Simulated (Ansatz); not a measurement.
Total energies of Ga$_{2}$H$_{6}$N$_{2}$, SMILES `[NH2][Ga]([NH2])[GaH2]`.

```xyz
10

N    -0.321   -1.419    1.272
Ga   -0.142   -0.112    0.008
N    -1.535   -0.042   -1.173
Ga    1.785    1.404   -0.095
H    -1.146   -1.985    1.378
H     0.296   -1.519    2.059
H    -1.541    0.540   -1.992
H    -2.284   -0.713   -1.195
H     1.802    2.792    0.654
H     3.086    1.054   -0.915
```

Total charge 0; spin multiplicity 1. Correlated methods include outer-core shells of Ga, which these sets cover unevenly. Scalar relativity is left out up to krypton. Geometry: relaxed with PBE0-D4/def2-TZVP. It is one conformer, not always the lowest. Basis def2-TZVPP, Ansatz.

RPA on PBE orbitals: Hartree–Fock energy of these orbitals -3958.89492 Eh, correlation -1.40735 Eh (frozen core).

```tsv
functional	energy without D4 (Eh)	D4 term (kJ/mol)
r2SCAN	-3962.82291	-4.8
ωB97X-V	-3962.51682	–
```

**Question.** Give the same for LDA (SPW92), PBE, revPBE, BLYP, B97M-V, PBE0, B3LYP, r2SCANh, r2SCAN0, HSE06 (plane-wave form), BHLYP, CAM-B3LYP, LC-ωPBE, ωB97M-V, B2PLYP, PBE-QIDH. (Best estimate.)

**Answer.** The calculation gave: 
| functional | energy without D4 (Eh) | D4 term (kJ/mol) |
| --- | --- | --- |
| LDA (SPW92) | -3955.91844 | – |
| PBE | -3962.18196 | -20.0 |
| revPBE | -3962.58883 | -50.6 |
| BLYP | -3963.00335 | -42.1 |
| B97M-V | -3962.14875 | – |
| PBE0 | -3962.26914 | -17.2 |
| B3LYP | -3963.01486 | -32.5 |
| r2SCANh | -3962.79490 | -5.2 |
| r2SCAN0 | -3962.75500 | -5.8 |
| HSE06 (plane-wave form) | -3962.26186 | -16.3 |
| BHLYP | -3962.78717 | -29.1 |
| CAM-B3LYP | -3963.09584 | -17.9 |
| LC-ωPBE | -3962.34363 | – |
| ωB97M-V | -3962.64575 | – |
| B2PLYP | -3962.08855 | – |
| PBE-QIDH | -3961.58198 | – |

B3LYP takes the VWN-RPA correlation (the form of Gaussian; ORCA's B3LYP/G). HSE06 is the plane-wave form, built on full-range PBE exchange. The double hybrids freeze the cores in their second-order part.

LC-ωPBE has ω = 0.4 bohr⁻¹.
